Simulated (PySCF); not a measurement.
KAs⁺: frontier orbitals

MN15 at R = 3.666 Å; PySCF, no relativity, basis sets K pcseg-1, As pcseg-1. State: ⁴Σ⁻ (quartet), unpaired electrons σ ↑, π ↑↑. Only the outer orbitals are listed, counted within each symmetry.

```json
{"spin": "α", "orbital": "10σ", "occ.": "1", "ε (eV)": "-44.38", "on K (%)": "100", "main shells (%)": "100 K s"}
{"spin": "α", "orbital": "5π", "occ.": "1", "ε (eV)": "-27.97", "on K (%)": "100", "main shells (%)": "100 K p"}
{"spin": "α", "orbital": "5π", "occ.": "1", "ε (eV)": "-27.97", "on K (%)": "100", "main shells (%)": "100 K p"}
{"spin": "α", "orbital": "11σ", "occ.": "1", "ε (eV)": "-27.96", "on K (%)": "100", "main shells (%)": "100 K p"}
{"spin": "α", "orbital": "12σ", "occ.": "1", "ε (eV)": "-21.00", "on K (%)": "0", "main shells (%)": "100 As s"}
{"spin": "α", "orbital": "13σ", "occ.": "1", "ε (eV)": "-11.83", "on K (%)": "5", "main shells (%)": "94 As p"}
{"spin": "α", "orbital": "6π", "occ.": "1", "ε (eV)": "-11.55", "on K (%)": "1", "main shells (%)": "99 As p"}
{"spin": "α", "orbital": "6π", "occ.": "1", "ε (eV)": "-11.55", "on K (%)": "1", "main shells (%)": "99 As p"}
{"spin": "α", "orbital": "14σ", "occ.": "0", "ε (eV)": "-4.10", "on K (%)": "98", "main shells (%)": "98 K s"}
{"spin": "α", "orbital": "7π", "occ.": "0", "ε (eV)": "-2.13", "on K (%)": "97", "main shells (%)": "91 K p"}
{"spin": "α", "orbital": "7π", "occ.": "0", "ε (eV)": "-2.13", "on K (%)": "97", "main shells (%)": "91 K p"}
{"spin": "β", "orbital": "10σ", "occ.": "1", "ε (eV)": "-44.38", "on K (%)": "100", "main shells (%)": "100 K s"}
{"spin": "β", "orbital": "5π", "occ.": "1", "ε (eV)": "-27.97", "on K (%)": "100", "main shells (%)": "100 K p"}
{"spin": "β", "orbital": "5π", "occ.": "1", "ε (eV)": "-27.97", "on K (%)": "100", "main shells (%)": "100 K p"}
{"spin": "β", "orbital": "11σ", "occ.": "1", "ε (eV)": "-27.96", "on K (%)": "100", "main shells (%)": "100 K p"}
{"spin": "β", "orbital": "12σ", "occ.": "1", "ε (eV)": "-17.91", "on K (%)": "1", "main shells (%)": "99 As s"}
{"spin": "β", "orbital": "13σ", "occ.": "0", "ε (eV)": "-6.52", "on K (%)": "21", "main shells (%)": "78 As p, 12 K s"}
{"spin": "β", "orbital": "6π", "occ.": "0", "ε (eV)": "-5.87", "on K (%)": "3", "main shells (%)": "96 As p"}
{"spin": "β", "orbital": "6π", "occ.": "0", "ε (eV)": "-5.87", "on K (%)": "3", "main shells (%)": "96 As p"}
```

Which are the highest filled and the lowest empty level, where do they sit, and how wide is the gap?

Highest filled α 6π at -11.55 eV (in %: 99 As p); lowest empty β 13σ at -6.52 eV (in %: 78 As p, 12 K s); the gap at MN15 is 5.03 eV.

The bond order (Mayer) is 0.15. The ⟨S²⟩ is 3.750, the charge on K (Mulliken, basis-dependent) is 0.92 and the charge on K (Löwdin, basis-dependent) is 0.80. The dipole moment (positive dipole points towards As; it is taken about the centre of mass and depends on that origin) is -10.11 D.

Spin–orbit coupling is left out. The state is the lowest determinant that a PBE0 search found; another state may lie lower at other levels.
